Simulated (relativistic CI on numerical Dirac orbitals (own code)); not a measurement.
**As2+: what numerical and physical settings do to a radial Dirac CI calculation**

Reference input:

```
atom As  Z=33  charge=2  electrons=31
nucleus A=75  rms_radius_fm=4.0968
hamiltonian dirac-coulomb  breit=on  qed=on  c_scale=1
orbitals kli  potential=per-configuration
slater_scale 1
correlation none
mixing on
grid step=0.0125 r_max=49.7
scf mixing=0.4 start=green max_iterations=150 tolerance=2e-08 node_fill=0.05
configurations
  [Ar] 3d10 4s2 4p
end
```

Computed lowest total energy -2256.72803 Ha, first excitation 2918.8 cm⁻¹, 12 SCF steps. Runs with settings changed; * marks those that are bad on purpose:

```tsv
Changed	Outcome	Lowest level	ΔE (Ha)	First excitation (cm⁻¹)	SCF steps	Message
QED terms off, grid step 0.006	converged	4p ²P°1/2	-0.71	2912.3	12	
nuclear radius 4.5065 fm, end of the grid at 34.79 bohr, SCF tolerance 1e-05	converged	4p ²P°1/2	0.00297	2918.8	10	
end of the grid at 34.79 bohr	converged	4p ²P°1/2	4.55e-13	2918.8	12	
SCF mixing 0.001 *	converged	4p ²P°1/2	-6.16e-10	2918.8	18	
SCF tolerance 0.05 *	converged	4p ²P°1/2	7.74e-05	2920.2	5
```

With so few configurations and no correlation, terms lie too far apart (by 10 to 50 % near neutrality), their order can be wrong, and levels of other configurations are missing.
